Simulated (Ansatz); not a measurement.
Ideal-gas functions of CH3Cl2SV, SMILES `[CH3][V](=[S])([Cl])[Cl]` at 500 K and 1 bar, from an Ansatz frequency run at PBE0-D4/def2-TZVP.

Molar mass 168.95 g/mol, point group Cs (symmetry number 1), electronic degeneracy 1, moments of inertia 275.863, 325.059, 421.335 u Å². Harmonic wavenumbers (cm⁻¹, unscaled): 118, 151, 155, 168, 183, 200, 418, 490, 557, 581, 615, 696, 1153, 1397, 1403, 3037, 3148, 3170.

Use S(trans) = R[1.5 ln M + 2.5 ln T − 1.1517]; rotational temperatures θ = 24.2544 K / I; S(rot) = R[ln(√π/σ · √(T³/θAθBθC)) + 1.5]; for each mode x = 1.438777 ν̃/T, S = R[x/(eˣ − 1) − ln(1 − e⁻ˣ)] and H = RT x/(eˣ − 1); 1 cm⁻¹ = 0.0119627 kJ/mol; R = 8.31446 J/(mol·K).

Task: By hand: the entropy, in J/(mol·K).

Result: Translation 183.6. Rotation: θ = 0.0879, 0.0746, 0.0576 K, giving 127.5. Vibration, mode by mode: 17.33, 15.31, 15.10, 14.44, 13.74, 13.02, 7.26, 6.11, 5.23, 4.95, 4.58, 3.80, 1.34, 0.76, 0.75, 0.01, 0.01, 0.01, in all 123.8. Electronic 0.0. Sum 434.9 J/(mol·K).

Task: By hand: H − E and G − E in kJ/mol, counted from the electronic energy.

Result: Zero-point energy ½ × 17640 × 0.0119627 = 105.5; thermal vibration 30.9; translation, rotation and pV give 4 RT = 16.6. H − E = 153.0 kJ/mol, and G − E = 153.0 − 500 × 434.9/1000 = -64.4 kJ/mol.

Vibration gives 28 % of the entropy, 17.3 J/(mol·K) of it from the mode under 150 cm⁻¹: soft modes count most, and the harmonic formula is weakest for them.
